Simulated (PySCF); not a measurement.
Structure revision by computed shifts

A compound C₉H₆ gives the data below (simulated from a calculation) and was assigned the structure `C#CC#C/C=C\C#CC`.

13C{1H} NMR (computed): δ 141.5 (CH), 134.2 (C), 133.3 (C), 127.4 (C), 123.8 (CH), 118.5 (CH), 90.1 (C), 85.6 (CH), 22.8 (CH2).

1H NMR (400 MHz, computed): δ 7.73 (d, 1H), 7.70 (s, 1H), 7.52 (d, 1H), 3.48 (s, 2H), 2.72 (s, 1H).

- NMR shieldings at PBE0/pcSseg-1/GIAO
- geometry: GFN2-xTB
- code: PySCF
- in vacuum, no relativistic terms, single conformer, equivalent nuclei averaged

Referencing at the same level of theory: 1H (31.72 ppm) and 13C (186.93 ppm) vs TMS.

Task: Compare with the shifts computed for the proposed structure, pairing carbons in order of shift.

Result: Atom-mapped SMILES (the numbers label the heavy atoms): `[CH:1]#[C:2][C:3]#[C:4]/[CH:5]=[CH:6]\[C:7]#[C:8][CH3:9]`; H(Xn) means a hydrogen on atom n.

| atom | computed for proposal | given list | difference |
| --- | --- | --- | --- |
| C6 | 134.9 | 141.5 | -6.6 |
| C5 | 123.7 | 134.2 | -10.5 |
| C8 | 112.3 | 133.3 | -21.0 |
| C3 | 94.5 | 127.4 | -32.9 |
| C7 | 85.1 | 123.8 | -38.7 |
| C1 | 84.3 | 118.5 | -34.2 |
| C4 | 76.7 | 90.1 | -13.4 |
| C2 | 73.9 | 85.6 | -11.7 |
| C9 | 6.6 | 22.8 | -16.2 |

The rms difference is 23.4 ppm and the largest -38.7 ppm at C7 (alkyne carbon). The carbon types in order of shift don't match either: CH, CH, C, C, C, CH, C, C, CH3 for the proposal against CH, C, C, C, CH, CH, C, CH, CH2 in the data. The proposal doesn't fit.

Task: Which isomer fits?

Result: SMILES c12c(ccc(C#C)c1)C2.

- Carbon types of the structure: 4 × C, 4 × CH, 1 × CH2, which accounts for all hydrogens.
- δC 141.5, 123.8, 118.5: aromatic CH.
- δC 134.2, 133.3, 127.4: substituted aromatic carbon.
- δC 90.1: alkyne carbon; sp carbons lie upfield of alkene carbons because the cylindrical π system leaves one tensor component strongly shielded.
- δC 85.6: terminal alkyne carbon; sp carbons lie upfield of alkene carbons because the cylindrical π system leaves one tensor component strongly shielded.

The data come from this structure; uniqueness wasn't tested.

Shifts are as computed. Against solution values, carbons near 30 ppm lie about +3 ppm off and those near 130 ppm about +5 ppm. Of 1211 compounds with measured shifts, 218 miss one by over three times the rms of a fit or turn the order of signals round; such compounds aren't used in these exercises. No couplings were computed; multiplicities are counted from neighbouring protons, with m where these are inequivalent, close in shift, in a saturated or five-membered ring or joined by F or P, and br s for small geminal =CH2 splittings.
